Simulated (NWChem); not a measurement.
Molecule: NaOH; SMILES [Na][OH]

Program: NWChem. Geometry: optimised at PBE0/def2-SVP.

For level B3LYP/def2-TZVPP:

highest occupied level (eV): -4.93
dipole (D): 6.11

Problem. Estimate the same quantities for level B3LYP/def2-QZVP.

Solution. highest occupied level (eV): -5.03
dipole (D): 6.32
